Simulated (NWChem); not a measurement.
System: SnH₂OF₂; SMILES [OH][SnH]([F])[F]

Excerpt of the output:

```
             Northwest Computational Chemistry Package (NWChem) 7.3.0
             --------------------------------------------------------

 C1  symmetry detected

                             Geometry "geometry" -> ""
                             -------------------------

 Output coordinates in angstroms (scale by  1.889725989 to convert to a.u.)

  No.       Tag          Charge          X              Y              Z
 ---- ---------------- ---------- -------------- -------------- --------------
    1 Sn                  50.0000     0.00085038    -0.01423186    -0.24857991
    2 O                    8.0000     0.03620925    -1.80898183     0.52321953
    3 F                    9.0000    -1.52118053     0.91286175     0.48191035
    4 F                    9.0000     1.48158267     0.97581923     0.48410585
    5 H                    1.0000     0.00370700    -0.01504983    -1.93965319
    6 H                    1.0000     0.02048049    -1.79963150     1.48874652

 Effective nuclear repulsion energy (a.u.)     432.4068114464

                                 NWChem DFT Module
                                 -----------------

 Summary of "ao basis" -> "ao basis" (spherical)
 ------------------------------------------------------------------------------
       Tag                 Description            Shells   Functions and Types
 ---------------- ------------------------------  ------  ---------------------
 Sn                         def2-svp                10       26   4s4p2d
 O                          def2-svp                 6       14   3s2p1d
 F                          def2-svp                 6       14   3s2p1d
 H                          def2-svp                 3        5   2s1p

            General Information
            -------------------
          SCF calculation type: DFT
          Wavefunction type:  closed shell.
          No. of atoms     :     6
          No. of electrons :    50
           Alpha electrons :    25
            Beta electrons :    25
          Charge           :     0
          Spin multiplicity:     1
          Use of symmetry is: off; symmetry adaption is: off
          Maximum number of iterations: 150
          AO basis - number of functions:    78
                     number of shells:    34
          Convergence on energy requested:  1.00D-06
          Convergence on density requested:  1.00D-05
          Convergence on gradient requested:  5.00D-04

              XC Information
              --------------
                         PBE0 Method XC Functional
                     Hartree-Fock (Exact) Exchange  0.250
          PerdewBurkeErnzerhof Exchange Functional  0.750
            Perdew 1991 LDA Correlation Functional  1.000 local
           PerdewBurkeErnz. Correlation Functional  1.000 non-local

             Grid Information
             ----------------
          Grid used for XC integration:  medium
          Radial quadrature: Mura-Knowles
          Angular quadrature: Lebedev.
          Tag              B.-S. Rad. Rad. Pts. Rad. Cut. Ang. Pts.
          ---              ---------- --------- --------- ---------
          Sn                  1.45      123           8.0       590
          O                   0.60       49           9.0       434
          F                   0.50       49           9.0       434
          H                   0.35       45          11.0       434
          Grid pruning is: on
          Number of quadrature shells:   360
          Spatial weights used:  Erf1

      Superposition of Atomic Density Guess
      -------------------------------------

 Sum of atomic energies:        -523.37047763

      Non-variational initial energy
      ------------------------------

 Total energy =    -487.732968
 1-e energy   =   -1193.920095
 2-e energy   =     487.626472
 HOMO         =      -0.458718
 LUMO         =      -0.049178

     ---------------------------------------------
      Total Density - Mulliken Population Analysis
     ---------------------------------------------

    Atom       Charge   Shell Charges
 -----------   ------   -------------------------------------------------------
    1 Sn  22    20.05   1.60  0.41  0.78  0.24  3.27  2.73  0.65  0.24  9.78  0.36
    2 O    8     8.89   1.99  1.11  0.68  3.06  2.05  0.00
    3 F    9     9.72   1.99  1.15  0.81  3.54  2.22  0.00
    4 F    9     9.72   1.99  1.15  0.81  3.54  2.22  0.00
    5 H    1     0.97   0.57  0.39  0.01
    6 H    1     0.66   0.53  0.07  0.06

   convergence    iter        energy       DeltaE   RMS-Dens  Diis-err
 ---------------- ----- ----------------- --------- --------- ---------
 d= 0,ls=0.0,diis     1   -489.8144859292 -7.08D+02  2.74D-02  1.30D+00
 d= 0,ls=0.0,diis     2   -489.5986982356  2.16D-01  1.47D-02  4.05D+00
 d= 0,ls=0.0,diis     3   -489.9748769841 -3.76D-01  7.20D-04  5.58D-03
 d= 0,ls=0.0,diis     4   -489.9751654270 -2.88D-04  4.74D-04  2.19D-03
 d= 0,ls=0.0,diis     5   -489.9752874013 -1.22D-04  1.90D-04  8.42D-04
  Resetting Diis
 d= 0,ls=0.0,diis     6   -489.9753687540 -8.14D-05  1.47D-05  1.26D-06
 d= 0,ls=0.0,diis     7   -489.9753688786 -1.25D-07  7.07D-06  1.13D-07

         Total DFT energy =     -489.975368878554
      One electron energy =    -1195.921514807374
           Coulomb energy =      535.550039549359
    Exchange-Corr. energy =      -48.164548549483
 Nuclear repulsion energy =      218.560654928944

 Numeric. integr. density =       49.999984836732

                       DFT Final Molecular Orbital Analysis
                       ------------------------------------

 Vector   23  Occ=2.000000D+00  E=-3.889164D-01
              MO Center= -6.4D-03,  4.4D-01, -1.1D-01, r^2= 3.7D+00
   Bfn.  Coefficient  Atom+Function         Bfn.  Coefficient  Atom+Function
  ----- ------------  ---------------      ----- ------------  ---------------
    60      0.339195  4 F  pz                46      0.336352  3 F  pz
    69     -0.244635  5 H  s                 63     -0.236676  4 F  pz
    49     -0.234630  3 F  pz                70     -0.231558  5 H  s
    45      0.170758  3 F  py                59      0.167487  4 F  py
    13      0.152482  1 Sn pz                19      0.144182  1 Sn d  0

 Vector   24  Occ=2.000000D+00  E=-3.678399D-01
              MO Center=  1.8D-02, -9.7D-01,  3.5D-01, r^2= 3.1D+00
   Bfn.  Coefficient  Atom+Function         Bfn.  Coefficient  Atom+Function
  ----- ------------  ---------------      ----- ------------  ---------------
    31      0.482498  2 O  py                34      0.352928  2 O  py
    45     -0.194199  3 F  py                59     -0.194707  4 F  py
    46      0.143804  3 F  pz                60      0.144425  4 F  pz
    48      0.138350  3 F  py                62      0.138529  4 F  py
    12     -0.135574  1 Sn py                13      0.123830  1 Sn pz

 Vector   25  Occ=2.000000D+00  E=-3.464981D-01
              MO Center=  3.4D-02, -1.6D+00,  5.2D-01, r^2= 1.2D+00
   Bfn.  Coefficient  Atom+Function         Bfn.  Coefficient  Atom+Function
  ----- ------------  ---------------      ----- ------------  ---------------
    30      0.604442  2 O  px                33      0.463205  2 O  px
    59     -0.110707  4 F  py                45      0.107915  3 F  py
    17      0.092486  1 Sn d -2              62      0.087137  4 F  py
    48     -0.085206  3 F  py                14      0.082756  1 Sn px
    22     -0.049544  1 Sn d -2              11      0.038196  1 Sn px

 Vector   26  Occ=0.000000D+00  E=-5.927042D-02
              MO Center=  1.8D-03, -1.0D-01, -2.4D-01, r^2= 3.7D+00
   Bfn.  Coefficient  Atom+Function         Bfn.  Coefficient  Atom+Function
  ----- ------------  ---------------      ----- ------------  ---------------
     4      0.768629  1 Sn s                  3      0.700747  1 Sn s
    70     -0.605410  5 H  s                 29     -0.338967  2 O  s
     2     -0.283436  1 Sn s                 69     -0.273696  5 H  s
    31     -0.244980  2 O  py                34     -0.245076  2 O  py
     1     -0.223283  1 Sn s                 43     -0.205731  3 F  s

 Vector   27  Occ=0.000000D+00  E= 6.010181D-03
              MO Center=  9.2D-03, -1.8D-01, -4.9D-01, r^2= 4.0D+00
   Bfn.  Coefficient  Atom+Function         Bfn.  Coefficient  Atom+Function
  ----- ------------  ---------------      ----- ------------  ---------------
    14      0.803579  1 Sn px                11      0.422216  1 Sn px
    43      0.236254  3 F  s                 57     -0.231088  4 F  s
    30     -0.179254  2 O  px                33     -0.177546  2 O  px
    25      0.165728  1 Sn d  1               8     -0.139071  1 Sn px
     5     -0.127900  1 Sn px                20     -0.121722  1 Sn d  1

 Vector   28  Occ=0.000000D+00  E= 1.195229D-02
              MO Center= -5.6D-03, -1.8D-02, -3.6D-01, r^2= 4.6D+00
   Bfn.  Coefficient  Atom+Function         Bfn.  Coefficient  Atom+Function
  ----- ------------  ---------------      ----- ------------  ---------------
    15      0.822814  1 Sn py                29      0.489418  2 O  s
    12      0.381792  1 Sn py                75     -0.213090  6 H  s
    23     -0.175910  1 Sn d -1              57     -0.152127  4 F  s
    28      0.145054  2 O  s                 43     -0.143379  3 F  s
    18      0.133475  1 Sn d -1               9     -0.127009  1 Sn py

     ---------------------------------------------
      Total Density - Mulliken Population Analysis
     ---------------------------------------------

    Atom       Charge   Shell Charges
 -----------   ------   -------------------------------------------------------
    1 Sn  22    20.82   1.60  0.42  0.99  0.06  3.25  2.75  1.14  0.29  9.76  0.56
    2 O    8     8.49   1.99  1.08  0.71  2.82  1.89  0.01
    3 F    9     9.43   1.99  1.12  0.84  3.31  2.17  0.00
    4 F    9     9.43   1.99  1.12  0.84  3.31  2.17  0.00
    5 H    1     1.05   0.66  0.37  0.01
    6 H    1     0.79   0.67  0.05  0.07

     -------------------------------------------
      Total Density - Lowdin Population Analysis
     -------------------------------------------

    Atom       Charge   Shell Charges
 -----------   ------   -------------------------------------------------------
    1 Sn  22    21.12   1.17  0.76  0.69  0.34  3.01  2.84  1.17  0.56  9.50  1.09
    2 O    8     8.28   1.97  0.90  0.64  2.67  2.09  0.01
    3 F    9     9.32   1.98  1.03  0.81  3.19  2.30  0.00
    4 F    9     9.32   1.98  1.03  0.81  3.19  2.30  0.00
    5 H    1     1.05   0.58  0.44  0.03
    6 H    1     0.91   0.55  0.17  0.19

     Multipole analysis of the density
     ---------------------------------

     L   x y z        total         alpha         beta         nuclear
     -   - - -        -----         -----         ----         -------
     0   0 0 0     -0.000000    -25.000000    -25.000000     50.000000

     1   1 0 0      0.001623      0.023309      0.023309     -0.044996
     1   0 1 0     -0.480234     -0.616637     -0.616637      0.753041
     1   0 0 1     -0.529238     -6.841090     -6.841090     13.152941

     2   2 0 0    -33.656647    -89.307778    -89.307778    144.958909
     2   1 1 0      0.018059      0.093004      0.093004     -0.167948
     2   1 0 1      0.014711     -0.042183     -0.042183      0.099076
     2   0 2 0    -32.944396    -97.700583    -97.700583    162.456771
     2   0 1 1     -2.767094      2.068376      2.068376     -6.903846
     2   0 0 2    -25.579133    -37.300420    -37.300420     49.021707
```

Level: PBE0/def2-SVP with def2 effective core potentials on Sn. Geometry: optimised at PBE0/def2-SVP. def2 effective core potentials on Sn; no spin-orbit coupling.

Question: Reconstruct the input file.

Answer: One answer among several that fit: the input that was run:
```
start job
memory heap 200 mb stack 900 mb global 1100 mb
geometry units angstroms noautoz
  Sn    -0.002379     0.000670    -0.225285
  O      1.761104    -0.199210     0.592167
  F     -1.140061    -1.384937     0.478611
  F     -0.807360     1.599997     0.484473
  H      0.042018     0.000654    -1.915778
  H      1.725097    -0.212007     1.557111
end
basis spherical
  Sn library def2-svp
  O library def2-svp
  F library def2-svp
  H library def2-svp
end
ecp
  Sn library def2-ecp
end
dft
  xc pbe0
  iterations 150
  mulliken
end
task dft energy
```
